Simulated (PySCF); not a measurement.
**Relaxation of singlet AsS₂⁺**

All numbers come from PBE0/[As def2-TZVP, S def2-TZVP], no relativity, density fitting, PySCF. A (50,194) grid was used.

A hand-made bent start, of C2v symmetry, held to at least that symmetry:

```xyz
3
charge 1 multiplicity 1, angstrom
As    0.0000    0.0000   -0.5384
S     1.6698    0.0000    0.6308
S    -1.6698    0.0000    0.6308
```

Task: What forces act on the atoms at the start (eV/Å)?

Result: 
```
atom     Fx    Fy     Fz
 As1   0.00  0.00   2.55
  S2   0.88  0.00  -1.27
  S3  -0.88  0.00  -1.27
```

Task: What does it relax to?

Result: It ends at D∞h with As–S 1.953 Å (×2); S–As–S 180.0°. A frequency run shows a minimum. Other isomers or separated fragments may lie lower.

Task: How much energy is released, and in how many steps?

Result: 143.6 kJ/mol in 8 steps.
